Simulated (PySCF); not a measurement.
Problem. What does the PBE0-D3(BJ)/def2-SVP structure of InChI=1S/C4H12B/c1-5(2,3)4/h1-4H3/q-1 look like in three dimensions? (Charge -1.)

Solution. 
Z-matrix in Å and degrees, rows numbered from 1:
```
C 
B   1  1.6512
C   2  1.6510  1  109.48
C   2  1.6510  1  109.50  3   120.00
C   2  1.6511  1  109.47  3  -119.98
H   1  1.1095  2  112.39  3   -60.84
H   1  1.1095  2  112.40  3   179.15
H   1  1.1095  2  112.37  3    59.15
H   3  1.1095  2  112.37  1   179.57
H   3  1.1095  2  112.41  1    59.56
H   3  1.1095  2  112.37  1   -60.44
H   4  1.1095  2  112.37  1   -60.00
H   4  1.1095  2  112.40  1    60.01
H   4  1.1095  2  112.37  1  -179.98
H   5  1.1095  2  112.38  1   -60.93
H   5  1.1096  2  112.36  1    59.05
H   5  1.1095  2  112.41  1   179.04
```

B2 (four-coordinate boron) is tetrahedral (angles from 109.4° to 109.5°). All 4 B–C bonds measure 1.651 Å.

Method: PySCF 2.14.0, PBE0-D3(BJ)/def2-SVP geometry optimisation, gas phase.

Point group: Td (tolerance 0.08 Å). Not checked by PBE0-D3(BJ)/def2-SVP frequencies. The geometry's basis has no diffuse functions, a weakness for an anion.

On an Arm Neoverse V1 with one thread (shared host), this took 22 s. That covers the optimisation of the geometry.
